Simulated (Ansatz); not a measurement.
Program: Ansatz. Geometries: PBE0-D4/def2-TZVP. ΔE: electronic, gas phase. CBS: MP2 limit from def2 TZ/QZ plus the TZ coupled-cluster correction, frozen cores. This one scheme is used for every species. Functionals use def2-TZVPP. HSE06 is defined as in plane-wave codes. Triplets are unrestricted, without spin–orbit coupling. def2 core potentials past Kr. For In outer-core shells are correlated without core-valence functions, which leaves a few kJ/mol of doubt a bond.

Reaction (formal loss of a carbene): `C[S][InH2]` → `[CH2]` (triplet) + `[SH][InH2]`

`C[S][InH2]`:

Cartesian coordinates in Å:
```
C -0.599 -0.898 -0.970
S -1.187 0.565 -0.060
In 0.696 1.192 1.245
H -1.229 -1.750 -0.714
H 0.437 -1.139 -0.730
H -0.679 -0.704 -2.039
H 2.061 0.173 1.019
H 0.501 2.562 2.250
```

`[CH2]` (triplet):

Cartesian coordinates in Å:
```
C -0.137 0.214 0.108
H -0.766 -0.651 -0.037
H 0.903 0.438 -0.070
```

`[SH][InH2]`:

Cartesian coordinates in Å:
```
S 1.375 -0.073 1.036
In -0.678 -0.221 -0.177
H 1.915 0.843 0.217
H -0.810 0.777 -1.562
H -1.803 -1.326 0.486
```

```json
{"level": "PBE-D4", "ΔE (kJ/mol)": "423.2", "difference from CCSD(T)/CBS": "8.4"}
{"level": "BLYP", "ΔE (kJ/mol)": "395.9", "difference from CCSD(T)/CBS": "-18.9"}
{"level": "r2SCAN0", "ΔE (kJ/mol)": "383.9", "difference from CCSD(T)/CBS": "-30.9"}
{"level": "HSE06", "ΔE (kJ/mol)": "407.0", "difference from CCSD(T)/CBS": "-7.8"}
{"level": "BHLYP", "ΔE (kJ/mol)": "385.0", "difference from CCSD(T)/CBS": "-29.8"}
{"level": "RPA@PBE/def2-TZVPP", "ΔE (kJ/mol)": "393.9", "difference from CCSD(T)/CBS": "-20.9"}
{"level": "HF/def2-SVP", "ΔE (kJ/mol)": "260.7", "difference from CCSD(T)/CBS": "-154.1"}
{"level": "MP2/def2-TZVPP", "ΔE (kJ/mol)": "414.6", "difference from CCSD(T)/CBS": "-0.2"}
{"level": "CCSD/def2-TZVPP", "ΔE (kJ/mol)": "387.3", "difference from CCSD(T)/CBS": "-27.5"}
{"level": "MP2/CBS(def2)", "ΔE (kJ/mol)": "429.3", "difference from CCSD(T)/CBS": "14.5"}
{"level": "CCSD(T)/CBS", "ΔE (kJ/mol)": "414.8", "difference from CCSD(T)/CBS": "0"}
```

**Question.** What do rigid-rotor, harmonic-oscillator terms from PBE0-D4/def2-TZVP frequencies (298.15 K, 1 bar) make of the CCSD(T)/CBS value? (Best estimate.)

**Answer.** The calculation gave: ΔZPE = -32.4 kJ/mol, ΔH = +387.9 kJ/mol, ΔS = 148 J/(mol·K), ΔG = +343.7 kJ/mol. Open shells count their whole term as degenerate. Modes under 50 cm⁻¹ make the entropy rough.

Largest T1 diagnostic among the species: 0.014.

From r2SCAN to r2SCAN0 (25 % exact exchange), in def2-TZVPP and without D4, ΔE moves by −5.9 kJ/mol. The D4 term adds +10.6 kJ/mol with B3LYP and +5.5 kJ/mol with PBE0; it sums over pairs of atoms, weighted by their polarisabilities, and B3LYP, whose exchange is more repulsive, gets the larger term.

B3LYP here is the variant with VWN-RPA as its local correlation; programs differ in this.
